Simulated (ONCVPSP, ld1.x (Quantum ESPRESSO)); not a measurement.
**Potentials for P (Z = 15) compared**

Generated with ld1.x 7.5 (TM, RRKJ, ultrasoft, PAW), atompaw 4.2 or ONCVPSP 4.0.1. The cutoff is in Ry: for ld1.x and atompaw files where the sum of valence levels is converged to 10 mRy in a Bessel basis, for ONCV files where the hardest occupied wave has 1 mHa per electron of residual kinetic energy. The error is the largest all-electron minus pseudo excitation energy over each file’s own four to seven test configurations (ionisations up to +4, promotions, holes and added fractions of an electron), all of which were solved. The labels leave out finer settings (local radius, basis sizes, second energies), which also bear on the numbers. Spin-polarised tests are not counted. The rows are a selection from randomly drawn settings: files with unsolved tests, undetermined cutoffs or missed reference levels are left out.

A true bound ghost makes a file unfit for plane-wave use even where its test errors are small: the radial tests pick states by their node count and pass the ghost by.

| potential | cutoff (Ry) | largest error (meV) | bound ghosts |
| --- | --- | --- | --- |
| TM semilocal, LDA (PZ), scalar-relativistic, rc 1.35/1.50/1.50 (spd), local d, core correction yes, reference 3s2 3p3 | 35 | +158 | none |
| ONCV, PBE, scalar-relativistic, rc 0.90/0.75/0.95 (spd), local smoothed, core correction yes, reference 2s2 2p6 3s2 3p3, qcut 13.1/14.5/10.2, projectors 2/3/2 | 206 | -555 | none |
| ONCV, PBE, scalar-relativistic, rc 1.25/1.25 (sp), local s, core correction no, reference 3s2 3p3, qcut 4.6/5.6, projectors 0/1 | 78 | +34 | none |
| ONCV, PW91, scalar-relativistic, rc 1.10/0.90 (sp), local smoothed, core correction no, reference 3s2, qcut 7.3/8.6, projectors 2/2 | 61 | +195 | s, p |
| ONCV, LDA (Perdew-Wang 92), scalar-relativistic, rc 1.00/0.80 (sp), local smoothed, core correction yes, reference 2s2 2p6 3s2 3p2, qcut 11.8/20.5, projectors 2/3 | 287 | +5.0 | none |

(1) Fill in the row for P: ONCV, LDA (Perdew-Wang 92), scalar-relativistic, rc 0.95/1.05 (sp), local smoothed, core correction yes, reference 2s2 2p6 3s2 3p3, qcut 14.7/14.5, projectors 2/2.

(2) Fill in the row for P: TM, PBE, scalar-relativistic, rc 1.10/2.00/1.55 (spd), local p, core correction no, reference 3s2 3p3.

(3) Fill in the row for P: ONCV, LDA (Perdew-Zunger), scalar-relativistic, rc 1.65/2.05 (sp), local smoothed, core correction yes, reference 3s2 3p3, qcut 4.8/3.7, projectors 2/2.

Results:

(1) cutoff 161 Ry, largest error +12 meV, bound ghosts: none.

(2) cutoff 70 Ry, largest error +242 meV, bound ghosts: none.

(3) cutoff 20 Ry, largest error +68 meV, bound ghosts: none.
